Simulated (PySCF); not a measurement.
# Sr⁺ (strontium, charge +1) across methods

[Kr] 4d1, 2D determinant (an excited configuration). All numbers are calculated (PySCF 2.14, the spin-free X2C one-electron Hamiltonian (Gaussian nucleus), in aug-cc-pVQZ-X2C (9s8p6d3f2g, 102 functions)).

```csv
method,E (hartree),mean ε 4p α (eV),mean ε 4p β (eV),mean ε 4d α (eV),Σ⟨r²⟩ (bohr²),⟨S²⟩
M06-L,-3178.90,-27.724,-27.322,-6.048,37.78,0.751
M06-2X,-3179.19,-31.016,-30.603,-7.750,38.06,0.750
LDA,-3174.83,-27.489,-27.153,-6.187,38.19,0.750
PBE0,-3178.70,-29.290,-28.817,-6.998,37.92,0.751
r2SCAN,-3179.00,-27.921,-27.526,-6.309,37.85,0.751
PBE,-3178.62,-27.348,-26.985,-6.257,38.27,0.750
M06,-3179.02,-29.296,-28.968,-6.722,38.35,0.750
```

**Question.** Estimate the same row for UHF.

**Answer.** E (hartree) = -3177.10850; mean ε 4p α (eV) = -34.175; mean ε 4p β (eV) = -33.374; mean ε 4d α (eV) = -8.701; Σ⟨r²⟩ (bohr²) = 38.43; ⟨S²⟩ = 0.752.
